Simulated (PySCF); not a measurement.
# Highest orbital energy against ionisation energy along the second row

Calculated with PySCF 2.14, no spin-orbit coupling. Each cell gives −ε(HOMO) / ΔSCF in eV; NIST values include spin-orbit coupling, (s) semi-empirical, (t) theoretical.

| species | UHF | LDA | PBE | PBE0 | r2SCAN | NIST (lowest levels) |
| --- | --- | --- | --- | --- | --- | --- |
| B²⁺ (x2c-TZVPPall, spin-free X2C) | 37.825 / 37.821 | 32.359 / 37.891 | 32.649 / 38.278 | 34.050 / 38.223 | 32.888 / 37.851 | 37.931 |
| C²⁺ (x2c-TZVPPall, spin-free X2C) | 46.111 / 45.795 | 40.161 / 46.956 | 40.364 / 47.118 | 42.044 / 47.056 | 40.675 / 46.630 | 47.888 |
| N²⁺ (x2c-TZVPPall, spin-free X2C) | 48.026 / 47.293 | 38.567 / 47.856 | 38.823 / 48.018 | 41.252 / 48.001 | 39.771 / 48.216 | 47.445 (s) |
| O²⁺ (x2c-TZVPPall, spin-free X2C) | 55.785 / 54.601 | 44.976 / 55.412 | 45.055 / 55.264 | 47.893 / 55.298 | 46.122 / 55.596 | 54.936 (s) |
| F²⁺ (x2c-TZVPPall, spin-free X2C) | 63.879 / 62.248 | 51.596 / 63.177 | 51.561 / 62.847 | 54.817 / 62.925 | 52.812 / 63.167 | 62.708 (s) |
| Ne²⁺ (x2c-TZVPPall, spin-free X2C) | 64.130 / 61.847 | 52.116 / 63.622 | 52.529 / 63.874 | 55.738 / 63.733 | 53.386 / 63.616 | 63.423 |

Task: How far is −ε(HOMO) from ΔSCF on average for each method, and why?

Result: UHF 1.03 eV; LDA -9.19 eV; PBE -9.07 eV; PBE0 -6.57 eV; r2SCAN -8.24 eV. Hartree-Fock orbital energies lack relaxation and so exceed the ΔSCF value; semilocal functionals have convex E(N) from self-interaction, so their HOMO lies far too high; exact exchange moves hybrids part of the way back.
